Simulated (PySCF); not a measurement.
Distances in Å between the heavy atoms of a computed structure (PBE0-D3(BJ)/def2-SVP; lower triangle, same order across):
```
O1    0.00
C2    1.21  0.00
O3    2.24  1.34  0.00
C4    2.39  1.47  2.31  0.00
C5    3.07  2.62  3.72  1.46  0.00
O6    4.27  3.70  4.63  2.33  1.21  0.00
O7    2.81  2.92  4.23  2.37  1.33  2.24  0.00
```

Hydrogens: 1 on O3, 1 on C4, 1 on O7.

Doublet state.

**Question.** Which heavy atoms are bonded, and with what formal order?

**Answer.** O1–C2 (double); C2–O3 (single); C2–C4 (single); C4–C5 (single); C5–O6 (double); C5–O7 (single). The orders are those of one drawing; other resonance forms can be drawn.

**Question.** Which species is it?

**Answer.** `O=C(O)[CH]C(=O)O`, C3H3O4, malonyl radical.

**Question.** Describe the place of each heavy atom.

**Answer.** O1/O6: oxygen bonded to C; C2/C5: carbon bonded to C and 2 O; O3/O7: oxygen bonded to C and H; C4: carbon bonded to 2 C and H.

The values belong to the conformer `[O:1]=[C:2]([OH:3])[CH:4][C:5](=[O:6])[OH:7]`: O1–C2–C4–C5 2°, C2–C4–C5–O6 177°, H–O3–C2–O1 0°, H–O7–C5–C4 180°.
